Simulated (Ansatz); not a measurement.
Input file for Ansatz (an electronic-structure program): U-CCSD(T)/cc-pVDZ on GeH3O3 (SMILES [OH][Ge]([OH])[OH]).

Ansatz 0.2 input:
```yaml
crystal:
  periodic: [false, false, false]
  atoms:
    - {symbol: O, position_ang: [-1.00484998, -1.06018874, -0.79520945]}
    - {symbol: Ge, position_ang: [-0.21506950, -0.07633105, 0.47968482]}
    - {symbol: O, position_ang: [-0.32904980, 1.62889466, -0.06453049]}
    - {symbol: O, position_ang: [1.52692344, -0.50021382, 0.42894984]}
    - {symbol: H, position_ang: [-1.90153802, -0.75166525, -0.99201195]}
    - {symbol: H, position_ang: [0.25046350, 2.21457305, 0.44449609]}
    - {symbol: H, position_ang: [1.67302036, -1.45506885, 0.49872113]}
basis:
  gaussian:
    orbitals: cc-pVDZ
magnetization: {spin_polarized: true, initial_magnetization: 1}
correlation: {method: ccsd_t, electrons: outside_noble_gas}
scf: {omitted_lower_state_checks: [cluster_reference]}
```

Output:

```
WARN ansatz: RAYON_NUM_THREADS=4 ignored (pool sized by the plan → 4); use --threads N
Functional definition: HF
these checks for a lower state are left out or cut short: cluster_reference
integrals: 0.13 GiB planned
842 factors; integrals over basis functions are off by at most 1.4e-3 eV
mean field: 0.46 GiB planned
mean field evaluation 1: about -62627.3839 eV, gradient 3.7e1 eV
mean field evaluation 2: about -62627.4296 eV, gradient 3.7e1 eV
mean field evaluation 4: about -62632.8471 eV, gradient 2.5e0 eV
mean field evaluation 8: about -62632.9424 eV, gradient 2.6e-1 eV
mean field evaluation 16: about -62632.9443 eV, gradient 2.6e-6 eV
mean field -62632.94425943 eV, -2301.7182473995 hartree, gradient 2.6e-6 eV, S^2 0.761150; 0 other end points of the search recorded, 0 dependent functions left out
17 core orbitals not correlated
reference -62632.94425943 eV, -2301.7182473995 hartree; 13, 12 occupied and 54, 55 virtual orbitals, 842 factors
second order -17.64115322 eV of doubles, -0.00000000 eV of singles
coupled cluster: 0.42 GiB planned
cycle   1  -17.53232763 eV  change    1.1e-1 eV  update   1.1e-1
cycle   2  -17.95099885 eV  change   -4.2e-1 eV  update   3.2e-2
cycle   3  -18.08771399 eV  change   -1.4e-1 eV  update   2.0e-2
cycle   4  -18.08422462 eV  change    3.5e-3 eV  update   6.3e-3
cycle   5  -18.08003301 eV  change    4.2e-3 eV  update   3.3e-3
cycle   6  -18.08096191 eV  change   -9.3e-4 eV  update   1.2e-3
cycle   7  -18.08116733 eV  change   -2.1e-4 eV  update   5.4e-4
cycle   8  -18.08120024 eV  change   -3.3e-5 eV  update   2.0e-4
cycle   9  -18.08124798 eV  change   -4.8e-5 eV  update   8.8e-5
cycle  10  -18.08121995 eV  change    2.8e-5 eV  update   3.4e-5
cycle  11  -18.08123195 eV  change   -1.2e-5 eV  update   1.6e-5
perturbative correction -0.42397058 eV, -0.0155806313 hartree
Total energy: -62651.44946196 eV, -2302.3983010493 hartree
Checks for a lower state left out: cluster_reference
```

The run converged.

Cost: roughly 22 core-seconds.
